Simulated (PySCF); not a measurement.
Ge(F)(Cl)(Me)2, SMILES [CH3][Ge]([CH3])([F])[Cl], PBE0/def2-SVP optimised geometry.

```
11

C     -1.08    -1.49     1.37
Ge    -0.15    -0.51     0.00
C      1.78    -0.51     0.00
F     -0.66    -1.16    -1.53
Cl    -0.85     1.54     0.00
H     -2.16    -1.43     1.20
H     -0.85    -1.07     2.36
H     -0.77    -2.54     1.35
H      2.15     0.06    -0.87
H      2.16    -0.03     0.92
H      2.15    -1.54    -0.05
```

Density from PBE0/def2-TZVP run with PySCF at that geometry.

Minimum of the electron density along straight lines between bonded atoms, close to the bond critical point (lines longer than 1.1 times the sum of covalent radii, or with two minima, are not listed):

```tsv
bond	length / Å	ρ at the minimum / e bohr⁻³	∇²ρ there / e bohr⁻⁵	position (fraction from the first atom)
C1–Ge2	1.929	0.136	0.08	0.53
Ge2–C3	1.929	0.136	0.08	0.47
Ge2–F4	1.744	0.140	0.79	0.48
Ge2–Cl5	2.161	0.103	0.17	0.43
C1–H6	1.099	0.270	-0.90	0.65
C1–H7	1.099	0.269	-0.89	0.64
C1–H8	1.100	0.268	-0.89	0.64
C3–H9	1.099	0.270	-0.90	0.65
C3–H10	1.099	0.269	-0.89	0.64
C3–H11	1.100	0.268	-0.89	0.64
```
